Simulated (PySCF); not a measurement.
ZnCl, SMILES [Cl][Zn] (connectivity only; charge and spin as stated), neutral, multiplicity 2. Atoms are numbered in the order given.

```xyz
2

Zn     0.0000     0.0000    -0.7811
Cl     0.0000     0.0000     1.3783
```
Charge 0, spin multiplicity 2.

Coordinates come from a PBE0-D3(BJ)/def2-TZVP optimisation. The multiplicity is an assumed one; other spin states were not compared.

Calculation: PySCF with PBE0-D3(BJ)/def2-TZVP.

Frequencies are harmonic and unscaled.

| mode | ν (cm⁻¹) | IR (km/mol) | moving atoms (share of kinetic energy) |
|---|---|---|---|
| 1 | 371 | 43.7 | Cl 65 %, Zn 35 % |
